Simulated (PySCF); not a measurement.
CH₅FO₂Si₂, SMILES [Si@H]([SiH3])(C(=O)O)F. Atoms are numbered in the order given.

```xyz
11

O      1.4218     1.6179     0.1863
C      1.3115     0.4933    -0.2376
O      2.3464    -0.3176    -0.4510
Si    -0.4433    -0.1743    -0.6232
F     -0.4147    -1.7656    -0.9713
Si    -1.7359     0.2336     1.2846
H      3.1507     0.1734    -0.2033
H     -0.9097     0.5586    -1.8338
H     -3.0902    -0.3754     1.1219
H     -1.8651     1.7089     1.4691
H     -1.0588    -0.3685     2.4717
```
Charge 0, spin multiplicity 1.

The structure is a stationary point at PBE0-D3(BJ)/def2-SVP. The structure was generated by enumeration; whether it is a known compound was not checked. One conformer was computed; it need not be the lowest.

Two levels are set side by side: PBE/pcSseg-1 (PySCF) and PBE0/pcSseg-1 (PySCF). GIAO shifts against CFCl3 (¹⁹F), H2O (¹⁷O), TMS (²⁹Si), TMS (¹H), TMS (¹³C) at the same level; non-relativistic, no solvent, atoms listed together averaged. Differences are taken from unrounded values.

```csv
quantity,PBE
δ(¹⁷O) of O1 (ppm),487.3
δ(¹³C) of C2 (ppm),183.5
δ(¹⁷O) of O3 (ppm),254.3
δ(²⁹Si) of Si4 (ppm),-7.0
δ(¹⁹F) of F5 (ppm),-237.7
δ(²⁹Si) of Si6 (ppm),-110.6
δ(¹H) of H7 (ppm),6.77
δ(¹H) of H8 (ppm),5.99
"δ(¹H) of H9, H10, H11 (ppm)",3.90
```

These are the PBE values. What does PBE0 give? (An estimate is asked for; the answer gives what the named calculation found.)


```json
[
 {"quantity": "δ(¹⁷O) of O1 (ppm)", "PBE0": "498.1", "PBE minus PBE0": "-10.8"},
 {"quantity": "δ(¹³C) of C2 (ppm)", "PBE0": "188.6", "PBE minus PBE0": "-5.1"},
 {"quantity": "δ(¹⁷O) of O3 (ppm)", "PBE0": "241.5", "PBE minus PBE0": "12.8"},
 {"quantity": "δ(²⁹Si) of Si4 (ppm)", "PBE0": "-5.4", "PBE minus PBE0": "-1.6"},
 {"quantity": "δ(¹⁹F) of F5 (ppm)", "PBE0": "-220.4", "PBE minus PBE0": "-17.3"},
 {"quantity": "δ(²⁹Si) of Si6 (ppm)", "PBE0": "-105.5", "PBE minus PBE0": "-5.0"},
 {"quantity": "δ(¹H) of H7 (ppm)", "PBE0": "6.88", "PBE minus PBE0": "-0.12"},
 {"quantity": "δ(¹H) of H8 (ppm)", "PBE0": "5.78", "PBE minus PBE0": "0.20"},
 {"quantity": "δ(¹H) of H9, H10, H11 (ppm)", "PBE0": "3.88", "PBE minus PBE0": "0.02"}
]
```

Rough cost on one machine, each run with all the roots and properties that it gave: PBE0 against PBE within a factor of 2.
